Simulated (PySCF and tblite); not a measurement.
Results of a calculation; reference values are marked as such.
System: C6H9F2N, numbered as in [F:1][C:2]1=[CH:3][CH2:4][C@@H:5]([F:6])[CH2:7][NH:8][CH2:9]1.

Motion: pyramidal inversion at N8. GFN2-xTB gives an electronic barrier of 5.7 kcal/mol and a reaction energy of 2.4 kcal/mol.

Task: What does PBE0/pcSseg-1 + D3(BJ), IEF-PCM tetrahydrofuran give on GFN2-xTB geometries?

Result: A barrier of 4.8 kcal/mol, 0.9 below the tight-binding barrier (from unrounded values), a reaction energy of 1.0 kcal/mol and, with GFN2-xTB thermal terms, ΔG‡(298 K) = 3.7 kcal/mol and k = 1.2×10¹⁰ s⁻¹ (1 equivalent path).

Programs: tblite and PySCF.
